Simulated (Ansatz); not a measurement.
All numbers were calculated with Ansatz.

A structure relaxed at PBE0-D4/def2-TZVP, charge 0, multiplicity 1:

```json
{"atom": "C1", "x (Å)": "0.756", "y (Å)": "-2.616", "z (Å)": "-1.325"}
{"atom": "C2", "x (Å)": "0.352", "y (Å)": "-1.630", "z (Å)": "-0.246"}
{"atom": "C3", "x (Å)": "0.430", "y (Å)": "-2.245", "z (Å)": "1.139"}
{"atom": "O4", "x (Å)": "-0.968", "y (Å)": "-1.204", "z (Å)": "-0.507"}
{"atom": "Ga5", "x (Å)": "-1.551", "y (Å)": "0.471", "z (Å)": "-0.300"}
{"atom": "S6", "x (Å)": "-3.709", "y (Å)": "0.549", "z (Å)": "-0.734"}
{"atom": "C7", "x (Å)": "-0.397", "y (Å)": "2.003", "z (Å)": "0.195"}
{"atom": "C8", "x (Å)": "0.317", "y (Å)": "1.777", "z (Å)": "1.524"}
{"atom": "C9", "x (Å)": "0.591", "y (Å)": "2.326", "z (Å)": "-0.922"}
{"atom": "H10", "x (Å)": "0.697", "y (Å)": "-2.149", "z (Å)": "-2.310"}
{"atom": "H11", "x (Å)": "0.080", "y (Å)": "-3.474", "z (Å)": "-1.314"}
{"atom": "H12", "x (Å)": "1.777", "y (Å)": "-2.973", "z (Å)": "-1.169"}
{"atom": "H13", "x (Å)": "1.049", "y (Å)": "-0.777", "z (Å)": "-0.284"}
{"atom": "H14", "x (Å)": "1.439", "y (Å)": "-2.604", "z (Å)": "1.356"}
{"atom": "H15", "x (Å)": "-0.262", "y (Å)": "-3.088", "z (Å)": "1.210"}
{"atom": "H16", "x (Å)": "0.155", "y (Å)": "-1.515", "z (Å)": "1.905"}
{"atom": "H17", "x (Å)": "-3.786", "y (Å)": "1.872", "z (Å)": "-0.513"}
{"atom": "H18", "x (Å)": "-1.082", "y (Å)": "2.851", "z (Å)": "0.308"}
{"atom": "H19", "x (Å)": "-0.380", "y (Å)": "1.594", "z (Å)": "2.347"}
{"atom": "H20", "x (Å)": "1.002", "y (Å)": "0.927", "z (Å)": "1.477"}
{"atom": "H21", "x (Å)": "0.914", "y (Å)": "2.657", "z (Å)": "1.792"}
{"atom": "H22", "x (Å)": "1.284", "y (Å)": "1.499", "z (Å)": "-1.103"}
{"atom": "H23", "x (Å)": "0.093", "y (Å)": "2.550", "z (Å)": "-1.869"}
{"atom": "H24", "x (Å)": "1.198", "y (Å)": "3.200", "z (Å)": "-0.657"}
```

Problem. Give its formula and SMILES.

Solution. C6H15GaOS, `CC(C)[O][Ga]([SH])[CH](C)C`.

Problem. Point group (tolerance 0.08 Å, 0.16 Å for H)?

Solution. C1.

Problem. Summarise the bond lengths by kind.

Solution. 4 × C–C 1.516 to 1.526 Å; 14 × C–H 1.092 to 1.102 Å; 1 × C–O 1.412 Å; 1 × Ga–O 1.786 Å; 1 × Ga–S 2.203 Å; 1 × C–Ga 1.982 Å; 1 × H–S 1.343 Å.
